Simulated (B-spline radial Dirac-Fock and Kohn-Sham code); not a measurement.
Binding energies of Ge⁺ in different valence configurations

Model: relaxed Dirac-Fock hole states (ΔSCF) with Breit and QED corrections and a finite nucleus. Program: a radial finite-basis atomic code. Correlation and solid-state effects are left out.

Reference: the tabulated ground configuration [Ar] 3d10 4s2 4p1, with 1s 11122.4 eV, 2s 1436.7 eV, 2p3/2 1236.6 eV, 3p1/2 147.0 eV, 3p3/2 142.7 eV, 3d5/2 46.33 eV, Kα1 9885.7 eV, Kβ1 10979.7 eV, Lα1 1190.3 eV.

Shifts from the reference in eV.

```tsv
configuration	average energy	1s	2s	2p3/2	3p1/2	3p3/2	3d5/2	Kα1	Kβ1	Lα1
[Ar] 3d10 4s1 4p2	+7.81	+1.65	+1.53	+1.72	+1.74	+1.75	+1.70	-0.07	-0.10	+0.02
```

Values without a named source are computed, but for edge energies of neutral atoms, which are taken from tables.
